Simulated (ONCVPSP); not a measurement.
# O, ONCV: configuration errors across variants

```
Element                 : oxygen
Generator               : ONCVPSP 4.0.1
Type                    : optimised norm-conserving Vanderbilt (ONCV)
Functional              : PBEsol
Relativity              : scalar-relativistic
Frozen core             : [He]
Valence charge          : 6
Reference configuration : 2s2 2p2 (charge +2)
Partial waves           : 2s: rc 0.95 bohr, ncon 3, nbas 7, qcut 6.1 1/bohr, 2 projectors, debl 1.7 Ha; 2p: rc 0.95 bohr, ncon 4, nbas 7, qcut 11.7 1/bohr, local
Local potential         : the p channel
Core correction         : none
```

In the s channel the program set the typed energies aside and used -2.136, 0.250 Ha.

All-electron excitation energies from the reference (eV): (1) 2s2 2p4 -49.837; (2) 2s2 2p3 -33.478; (3) 2s2 2p1 53.707; (4) 2s0 2p6 -20.090.

Errors AE − PS in meV (a dash: test not solved or not reliable):

| change | (1) | (2) | (3) | (4) | bound ghosts | GHOST(+) flags above zero |
| --- | --- | --- | --- | --- | --- | --- |
| base | +40 | +20 | +60 | +291 | none | none |
| all radii scaled by about 0.78 (s 0.74, p 0.74 bohr) | +22 | +12 | +38 | +127 | none | none |
| all radii scaled by about 1.03 (s 0.98, p 0.98 bohr) | +43 | +22 | +64 | +321 | none | none |
| all radii scaled by about 1.14 (s 1.08, p 1.08 bohr) | +54 | +27 | +79 | +411 | none | none |
| all radii scaled by about 1.20 (s 1.14, p 1.14 bohr) | +61 | +31 | +89 | +468 | none | none |
| all radii scaled by about 1.31 (s 1.24, p 1.24 bohr) | +74 | +38 | +108 | +566 | none | none |

Question: Give the same row for: all radii scaled by about 0.91 (s 0.86, p 0.86 bohr).

Answer: +31, +16, +50, +217; bound ghosts: none; GHOST(+) flags above zero: none.
